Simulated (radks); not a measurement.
Spherical quantum dot in the effective-mass picture: electrons in a hard-walled sphere of radius 8.41, all in effective atomic units (hartree* = m*/eps^2 hartree, bohr* = eps/m* bohr), one dielectric constant everywhere. Calculated with a radial shooting solver with Libxc functionals: non-relativistic Kohn-Sham, LDA (Slater exchange, Perdew-Wang correlation), spin-polarised, spherical densities. Levels are named by radial order and angular momentum (1s, 1p, 1d, 2s, ...), and open shells are averaged over m. Results are scaled to m* = 0.55 and eps = 4.2, for which hartree* = 848.4 meV and bohr* = 0.4041 nm. Each electron was tried in the lowest free levels, single moves between levels near the top were tried too, and the lowest total energy was kept; such a search can miss a lower state. At N = 1 the Hartree and exchange-correlation terms need not cancel, so that row can carry a self-interaction error.

\begin{tabular}{lrrrrrr}
N & open shells & 2S & mu = E(N) - E(N-1) (meV) & addition energy mu(N+1) - mu(N) (meV) & e(HOMO) (meV) & rms radius (nm) \\ \hline
1 & 1s(up 1, down 0) & 1 & 59.690 & 143.9 & 120.09 & 1.843 \\
2 & none & 0 & 203.59 & 167.8 & 264.67 & 1.994 \\
3 & 1p(up 1, down 0) & 1 & 371.38 & 119.4 & 430.54 & 2.132 \\
4 & 1p(up 2, down 0) & 2 & 490.75 & 121.2 & 551.22 & 2.212 \\
5 & 1p(up 3, down 0) & 3 & 611.93 & 145.9 & 672.69 & 2.268 \\
6 & 1p(up 3, down 1) & 2 & 757.84 & 117.1 & 816.09 & 2.312 \\
7 & 1p(up 3, down 2) & 1 & 874.96 & 118.3 & 934.02 & 2.348 \\
8 & none & 0 & 993.30 & 172.9 & 1052.6 & 2.379 \\
9 & 1d(up 1, down 0) & 1 & 1166.2 & 116.5 & 1224.4 & 2.410 \\
10 & 1d(up 2, down 0) & 2 & 1282.7 & 116.8 & 1341.0 & 2.437 \\
11 & 1d(up 3, down 0) & 3 & 1399.4 & 116.9 & 1457.9 & 2.460 \\
12 & 1d(up 4, down 0) & 4 & 1516.3 & 116.9 & 1574.7 & 2.480 \\
13 & 1d(up 5, down 0) & 5 & 1633.2 & 142.0 & 1691.6 & 2.498 \\
14 & 1d(up 5, down 1) & 4 & 1775.2 & 114.8 & 1832.6 & 2.515 \\
15 & 1d(up 5, down 2) & 3 & 1890.0 & 115.1 & 1947.5 & 2.529 \\
16 & 1d(up 5, down 3) & 2 & 2005.1 & 115.2 & 2062.7 & 2.543 \\
17 & 1d(up 5, down 4) & 1 & 2120.3 & 115.3 & 2178.0 & 2.556 \\
18 & none & 0 & 2235.7 & 182.1 & 2293.3 & 2.567 \\
19 & 1f(up 1, down 0) & 1 & 2417.8 & 114.2 & 2474.9 & 2.579 \\
20 & 1f(up 2, down 0) & 2 & 2532.0 & 114.3 & 2589.1 & 2.591 \\
21 & 1f(up 3, down 0) & 3 & 2646.3 & 114.3 & 2703.4 & 2.601 \\
22 & 1f(up 4, down 0) & 4 & 2760.6 & 114.3 & 2817.7 & 2.611 \\
23 & 1f(up 5, down 0) & 5 & 2874.9 & 114.3 & 2932.0 & 2.620 \\
24 & 1f(up 6, down 0) & 6 & 2989.2 & 114.3 & 3046.3 & 2.629 \\
25 & 1f(up 7, down 0) & 7 & 3103.4 & 139.4 & 3160.5 & 2.637 \\
26 & 1f(up 7, down 1) & 6 & 3242.8 & 113.1 & 3299.4 & 2.645 \\
27 & 1f(up 7, down 2) & 5 & 3355.9 & 113.2 & 3412.5 & 2.652 \\
28 & 1f(up 7, down 3) & 4 & 3469.1 & 113.2 & 3525.7 & 2.659 \\
29 & 1f(up 7, down 4) & 3 & 3582.3 & - & 3638.9 & 2.666 \\
\end{tabular}

All shells are closed at N = 2, 8, 18 (there: 1s2 1p6 1d10); the second difference of the energy has clear peaks (12 % above both neighbours; the first and last values, which can be the largest, are not judged, and half-filled shells can peak too) at N = 2, 5, 8, 13, 18, 25.
